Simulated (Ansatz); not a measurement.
Geometry optimisation, RKS B3LYP/def2-mTZVP in Ansatz.

input.yaml

```yaml
crystal:
  periodic: [false, false, false]
  atoms:
    - { symbol: O, position_ang: [-1.06247, 1.20238, -0.6937] }
    - { symbol: B, position_ang: [-0.38284, 0.19828, -0.19911] }
    - { symbol: C, position_ang: [-0.38242, -1.29013, 0.11959] }
    - { symbol: Se, position_ang: [1.29597, -0.25437, 0.59398] }
    - { symbol: H, position_ang: [-1.94859, 1.06763, -1.03161] }
    - { symbol: H, position_ang: [-0.18809, -2.04137, -0.63499] }
    - { symbol: H, position_ang: [-0.86602, -1.6911, 1.00057] }
basis:
  gaussian: { orbitals: def2-mTZVP }
hamiltonian:
  xc: b3lyp
relax:
  f_tol: 0.015
  max_steps: 40
```

Command:

```bash
$ ansatz run input.yaml --threads 2 --pin off --max-ram 3072MiB --backend cpu --events-out ev --progress --plain --runs-dir out
```

Where does it end, and by what steps?

The run converged. After 6 steps the energy has fallen by 0.059 eV; H5 moved furthest, 0.05 Å.

```json
{"step": "0", "energy less start (eV)": "0.0000", "largest force component (eV/Å)": "1.576", "accepted": "yes"}
{"step": "1", "energy less start (eV)": "-0.0384", "largest force component (eV/Å)": "0.832", "accepted": "yes"}
{"step": "2", "energy less start (eV)": "-0.0530", "largest force component (eV/Å)": "0.215", "accepted": "yes"}
{"step": "3", "energy less start (eV)": "-0.0571", "largest force component (eV/Å)": "0.095", "accepted": "yes"}
{"step": "4", "energy less start (eV)": "-0.0590", "largest force component (eV/Å)": "0.125", "accepted": "yes"}
{"step": "5", "energy less start (eV)": "-0.0593", "largest force component (eV/Å)": "0.033", "accepted": "yes"}
{"step": "6", "energy less start (eV)": "-0.0594", "largest force component (eV/Å)": "0.010", "accepted": "yes"}
```

```xyz
7
Properties=species:S:1:pos:R:3
O -1.052 1.239 -0.698
B -0.372 0.195 -0.193
C -0.395 -1.298 0.116
Se 1.321 -0.218 0.598
H -1.938 1.017 -1.018
H -0.211 -2.047 -0.647
H -0.887 -1.697 0.997
```

Whether the end is a true minimum wasn't checked by a vibrational analysis.

Run time: 19 s on 2 threads of AMD EPYC 7R43 64-Core Processor (Zen 3) (shared host), peak memory 0.25 GiB.
